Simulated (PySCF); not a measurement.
This PySCF input asks for the NMR shieldings of SMILES [PH+]1([BH3-])C=C(C)C(C)=C1, C6H12BP; the geometry comes from GFN2-xTB.

```python
import basis_set_exchange as bse
import numpy as np
from pyscf import gto, dft
from pyscf.prop import nmr

atoms = """
B     3.234951   -0.278371    0.292526
P     1.636348    0.015683   -0.746850
C     0.494220    1.306445   -0.259632
C    -0.708546    0.784424    0.058178
C    -1.862249    1.557596    0.600462
C    -0.809446   -0.651902   -0.192193
C    -2.068940   -1.400568    0.084475
C     0.317348   -1.194753   -0.698197
H     2.829658   -0.457646    1.397911
H     3.737623   -1.236257   -0.204187
H     3.856492    0.728315    0.159549
H     1.774550    0.248589   -2.112506
H     0.774538    2.338865   -0.135731
H    -1.599461    2.604919    0.723706
H    -2.164742    1.155460    1.566716
H    -2.716370    1.486980   -0.072335
H    -2.889606   -0.994802   -0.506407
H    -2.340536   -1.312280    1.135867
H    -1.950458   -2.453340   -0.157886
H     0.449477   -2.236679   -0.936504
"""
names = dict.fromkeys(["B", "P", "C", "H"], "pcSseg-1")
basis = {el: gto.basis.parse(bse.get_basis(n, elements=[el], fmt="nwchem")) for el, n in names.items()}
mol = gto.M(atom=atoms, basis=basis, charge=0, verbose=0)
mf = dft.RKS(mol, xc="PBE0")
mf.grids.level = 2
mf.grids.alignment = dft.numint.BLKSIZE   # the property module wants whole blocks of grid points
mf.conv_tol = 1e-9
mf.kernel()

calc = nmr.RKS(mf)   # GIAO
C = mf.mo_coeff
Co = C[:, mf.mo_occ > 0]
resp = mf.gen_response(singlet=True, hermi=2)
def vind(x):   # induced exchange potential for any number of trial vectors
    d = np.einsum("pi,xij,qj->xpq", C, 2 * x.reshape(-1, C.shape[1], Co.shape[1]), Co, optimize=True)
    return np.einsum("xpq,pi,qj->xij", resp(d - d.transpose(0, 2, 1)), C, Co, optimize=True).ravel()
mo1, _ = nmr.rhf.solve_mo1(calc, with_cphf=vind)
sigma = calc.kernel(mo1)
for i, s in enumerate(sigma):   # ppm
    w = np.linalg.eigvalsh((s + s.T) / 2)
    print("%2d %-2s iso %8.1f  s11 %8.1f  s22 %8.1f  s33 %8.1f" % (i, mol.atom_pure_symbol(i), w.mean(), *w))
```

Q: Give the expected output.

A: 
```
 0 B  iso    150.8  s11    146.1  s22    149.1  s33    157.3
 1 P  iso    342.6  s11    259.8  s22    371.7  s33    396.3
 2 C  iso     53.8  s11    -38.4  s22     58.4  s33    141.3
 3 C  iso     23.7  s11    -87.7  s22     22.1  s33    136.8
 4 C  iso    166.5  s11    154.1  s22    160.6  s33    184.9
 5 C  iso     23.6  s11    -87.9  s22     22.1  s33    136.6
 6 C  iso    166.5  s11    154.1  s22    160.4  s33    184.9
 7 C  iso     53.7  s11    -38.6  s22     58.4  s33    141.4
 8 H  iso     31.2  s11     27.3  s22     30.4  s33     36.1
 9 H  iso     30.7  s11     27.1  s22     29.2  s33     35.9
10 H  iso     30.7  s11     27.1  s22     29.2  s33     35.9
11 H  iso     26.2  s11     22.2  s22     22.8  s33     33.5
12 H  iso     25.3  s11     23.4  s22     24.9  s33     27.6
13 H  iso     29.3  s11     24.4  s22     28.9  s33     34.6
14 H  iso     29.5  s11     25.4  s22     28.2  s33     34.9
15 H  iso     29.6  s11     25.3  s22     28.2  s33     35.2
16 H  iso     29.6  s11     25.3  s22     28.2  s33     35.2
17 H  iso     29.5  s11     25.4  s22     28.2  s33     34.9
18 H  iso     29.3  s11     24.4  s22     28.9  s33     34.6
19 H  iso     25.3  s11     23.4  s22     24.9  s33     27.6
```

These numbers come from an equivalent density-fitted implementation of the same equations, which agrees with the script to about 0.01 ppm for H and up to a few tenths of a ppm for heavy atoms, so last digits may differ.

Size and cost of the density-fitted run: 203 basis functions, 37 s wall time on 1 thread of an Arm Neoverse V1, shared host; peak memory 0.93 GiB.
